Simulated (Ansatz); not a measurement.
Stepwise reaction of `O[SiH2][SiH](O)S` with hydrogen fluoride, as a gas-phase model of exchange steps in deposition or etching. ΔE in kJ/mol.

Isolated molecules relaxed with PBE0-D4/def2-TZVP in Ansatz; ΔE leaves out vibrations. CBS: MP2 limit from def2 TZ/QZ plus the TZ coupled-cluster correction, frozen cores. This one scheme is used for every species. DFT in def2-TZVPP. B3LYP here is the variant with VWN-RPA as its local correlation; programs differ in this. Each species was taken in one conformer, which may not be the lowest.

```
step                                             reaction  PBE-D4  B3LYP-D4  ωB97M-V  CCSD(T)/CBS
   2  `O[SiH2][SiH](F)S` + H–F → `F[SiH2][SiH](F)S` + H₂O   -39.9     -43.2    -42.8        -41.7
```

Problem. Give the row of step 1, `O[SiH2][SiH](O)S` + H–F → `O[SiH2][SiH](F)S` + H₂O. (Best estimate.)

Solution. Ansatz gave: 
```json
{"step": "1", "reaction": "`O[SiH2][SiH](O)S` + H–F → `O[SiH2][SiH](F)S` + H₂O", "PBE-D4": "-34.8", "B3LYP-D4": "-36.5", "ωB97M-V": "-36.4", "CCSD(T)/CBS": "-35.7"}
```

Problem. By hand: ΔE of the 2 steps together at CCSD(T)/CBS.

Solution. (-35.7) + (-41.7) = -77.4 kJ/mol, or -38.7 kJ/mol a step.

In ΔE each step is lower than the one before. All are downhill at CCSD(T)/CBS. PBE-D4 differs from CCSD(T)/CBS by 0.9 to 1.8 kJ/mol a step. Isolated molecules leave out the surface, adducts and barriers. Largest T1 diagnostic: 0.012.
